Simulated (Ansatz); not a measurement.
A CCSD(T) single point on `C[O][Ti]([OH])([OH])[OH]`.

```yaml
crystal:
  periodic: [false, false, false]
  atoms:
    - {symbol: C, position_ang: [-0.179286, -1.428325, 1.635235]}
    - {symbol: O, position_ang: [0.098823, -0.903188, 0.376086]}
    - {symbol: Ti, position_ang: [0.218297, 0.510760, -0.686974]}
    - {symbol: O, position_ang: [1.965403, 0.745722, -1.104661]}
    - {symbol: O, position_ang: [-0.777358, 0.274745, -2.173198]}
    - {symbol: O, position_ang: [-0.407232, 1.977487, 0.158854]}
    - {symbol: H, position_ang: [0.736688, -1.823160, 2.086095]}
    - {symbol: H, position_ang: [-0.902682, -2.245536, 1.547704]}
    - {symbol: H, position_ang: [-0.594868, -0.662138, 2.298481]}
    - {symbol: H, position_ang: [2.367315, 1.481438, -1.568316]}
    - {symbol: H, position_ang: [-1.261806, -0.482848, -2.500805]}
    - {symbol: H, position_ang: [-1.186394, 2.499844, -0.034498]}
basis:
  gaussian: {orbitals: def2-SVP}
correlation: {method: ccsd_t}
```

```sh
$ ansatz run in.yaml --threads 4 --pin off --events-out ev --progress --plain --max-ram 11315MiB
```

The program prints (abridged):

```
Functional definition: HF
1322 factors; integrals over basis functions are off by at most 1.1e-3 eV
mean field evaluation 1: about -32343.8380 eV, gradient 7.5e1 eV
mean field evaluation 2: about -32343.9761 eV, gradient 7.5e1 eV
mean field evaluation 4: about -32354.7414 eV, gradient 7.3e0 eV
mean field evaluation 8: about -32354.9118 eV, gradient 6.9e-1 eV
mean field evaluation 16: about -32354.9134 eV, gradient 2.1e-6 eV
mean field -32354.91343659 eV, -1189.0211378468 hartree, gradient 2.1e-6 eV, S^2 0.000000; 0 other end points of the search recorded, 0 dependent functions left out
10 core orbitals not correlated: weight in the atoms' cores, before any rotation towards them, 1.000 or more for the frozen orbitals, at most 0.000 for the correlated occupied ones
reference -32354.91343659 eV, -1189.0211378468 hartree; 23, 23 occupied and 98, 98 virtual orbitals, 1322 factors
second order -32.99640100 eV of doubles, -0.00000000 eV of singles
cycle   1  -32.12336189 eV  change    8.7e-1 eV  update   2.4e-1
cycle   2  -33.22912818 eV  change    -1.1e0 eV  update   1.5e-1
cycle   3  -33.54559372 eV  change   -3.2e-1 eV  update   4.6e-2
cycle   4  -33.56693389 eV  change   -2.1e-2 eV  update   1.4e-2
cycle   5  -33.55043926 eV  change    1.6e-2 eV  update   5.4e-3
cycle   6  -33.54726722 eV  change    3.2e-3 eV  update   2.3e-3
cycle   7  -33.54856969 eV  change   -1.3e-3 eV  update   1.2e-3
cycle   8  -33.54836467 eV  change    2.1e-4 eV  update   4.1e-4
cycle   9  -33.54828769 eV  change    7.7e-5 eV  update   1.6e-4
cycle  10  -33.54854919 eV  change   -2.6e-4 eV  update   8.0e-5
cycle  11  -33.54842528 eV  change    1.2e-4 eV  update   3.5e-5
cycle  12  -33.54837844 eV  change    4.7e-5 eV  update   1.6e-5
perturbative correction -1.23716684 eV, -0.0454650429 hartree
Total energy: -32389.69898188 eV, -1190.2994830575 hartree
```

It took 31 s on 4 threads of an Arm Neoverse V2 on a shared host, with 1 GiB of host memory at the peak.

MP2 recovers 94.9 % of the CCSD(T) correlation energy and the triples give 3.6 %; T1 = 0.0208.
